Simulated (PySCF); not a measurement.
**C2Cl2N2S2Si: core ionisation energies**

Si(NCS)2Cl2, C2Cl2N2S2Si.
Cartesian coordinates in Å at the PBE0-D3(BJ)/def2-SVP level; atoms count from 1:
```
atom  x, y, z in Å
Si1   -0.6997   -0.0346   -0.5518
N2    -0.7829    0.0057    1.1402
C3    -0.8268    0.0295    2.3383
S4    -0.8824    0.0608    3.9023
N5     0.9275   -0.0264   -1.0248
C6     2.0681   -0.0046   -1.3936
S7     3.5581    0.0225   -1.8717
Cl8   -1.6311    1.6015   -1.3228
Cl9   -1.5979   -1.7239   -1.2419
```

Level of theory: delta-SCF UKS SCAN, pcX-2 on the ionised atom, pcseg-1 elsewhere, spin-free X2C in PySCF 2.14.0. Each binding energy is the total energy of the core-ionised species, with the hole localised on one atom, minus that of the ground state; both are solved self-consistently, so orbital relaxation is included.

Problem. What binding energy does each computed site have?

Solution. 
| atom(s) | bonded to | level | binding energy (eV) | 2p1/2 (eV) | count |
| --- | --- | --- | --- | --- | --- |
| Si1 | 2 Cl and 2 N | Si 2p3/2 | 109.82 | 110.45 | 1 |
| Si1 | 2 Cl and 2 N | Si 1s | 1850.17 | – | 1 |
| N2/N5 | C and Si | N 1s | 405.68 | – | 2 |
| C3/C6 | N and S | C 1s | 293.84 | – | 2 |
| S4/S7 | C | S 1s | 2477.73 | – | 2 |
| Cl8/Cl9 | Si | Cl 2p3/2 | 206.58 | 208.24 | 2 |
| Cl8/Cl9 | Si | Cl 1s | 2829.16 | – | 2 |

Problem. Which photon energy gives electrons from Si 1s of Si1 a kinetic energy of 20 eV, and what is their de Broglie wavelength?

Solution. hν = 1850.17 + 20 = 1870.17 eV, recoil neglected; λ = 12.264 Å/√(E/eV) = 2.74 Å.

The first atom of each set that the bonding makes equivalent was ionised and stands for the set. Not every level is listed. Spin–orbit and ligand-field terms were added within each 2p shell after the spin-free SCF. 2p1/2 minus 2p3/2 (ligand field included): Si 0.63 eV, Cl 1.65 eV. Isolated species at its PBE0-D3(BJ)/def2-SVP geometry, gas phase.

Time: 69 s wall; peak memory 0.68 GiB. Hardware: one thread, Arm Neoverse V2 (aarch64), shared host with 96 logical CPUs at a one-minute load of 68.
